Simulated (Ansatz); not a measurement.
Reaction (substitution at a C–C bond): `C[CH2][Cd][NH2]` + `C=C(N)N` → `C=C(N)NC` + `[CH3][Cd][NH2]`

Isolated molecules relaxed with PBE0-D4/def2-TZVP in Ansatz; ΔE leaves out vibrations. CBS: MP2 limit from def2 TZ/QZ plus the TZ coupled-cluster correction, frozen cores. DFT in def2-TZVPP. Elements past krypton have def2 core potentials. For Cd outer-core shells are correlated without core-valence functions, which leaves a few kJ/mol of doubt a bond. Each species was taken in one conformer, which may not be the lowest.

`C[CH2][Cd][NH2]`:

Cartesian coordinates in Å:
```
C -0.338 0.696 -1.760
C -0.229 1.104 -0.295
Cd 0.255 -0.463 1.033
N 0.867 -1.963 2.242
H -1.115 -0.056 -1.920
H -0.587 1.552 -2.397
H 0.597 0.276 -2.140
H -1.168 1.545 0.051
H 0.536 1.877 -0.170
H 0.832 -1.740 3.230
H 0.351 -2.827 2.126
```

`C=C(N)N`:

Cartesian coordinates in Å:
```
C 0.702 -0.454 1.051
C 0.002 -0.001 0.003
N -0.395 1.321 -0.165
N -0.423 -0.793 -1.059
H 0.875 0.171 1.917
H 1.112 -1.454 1.056
H -1.360 1.413 -0.452
H -0.185 1.907 0.628
H -0.253 -0.371 -1.961
H -0.076 -1.738 -1.018
```

`C=C(N)NC`:

Cartesian coordinates in Å:
```
C -0.934 1.549 -0.547
C -0.072 0.531 -0.396
N 1.310 0.671 -0.449
N -0.473 -0.782 -0.168
C 0.099 -1.503 0.955
H -0.599 2.520 -0.884
H -1.987 1.419 -0.339
H 1.607 1.600 -0.700
H 1.762 -0.034 -1.014
H -1.479 -0.851 -0.194
H -0.278 -2.527 0.945
H -0.139 -1.048 1.926
H 1.183 -1.545 0.864
```

`[CH3][Cd][NH2]`:

```xyz
8

C    -0.659   -1.639   -0.150
Cd    0.127    0.299   -0.021
N     0.901    2.162   -0.053
H    -1.643   -1.615   -0.621
H    -0.758   -2.079    0.843
H    -0.004   -2.273   -0.750
H     1.764    2.264    0.467
H     0.273    2.881    0.285
```

| level | ΔE (kcal/mol) |
| --- | --- |
| PBE0-D4 | 3.7 |
| ωB97M-V | 3.4 |
| B2PLYP | 3.7 |
| r2SCAN | 3.9 |
| PBE0 | 3.9 |
| CCSD/def2-TZVPP | 3.7 |
| HF/def2-QZVPP | 3.1 |
| HF/CBS(def2) | 3.1 |

Problem. What does CCSD(T)/CBS give? (Estimate.)

Solution. The calculation gave: +3.9 kcal/mol. The listed levels differ from it by -0.2, -0.5, -0.2, 0.0, 0.0, -0.2, -0.8, -0.8 kcal/mol.

Largest T1 diagnostic among the species: 0.013.
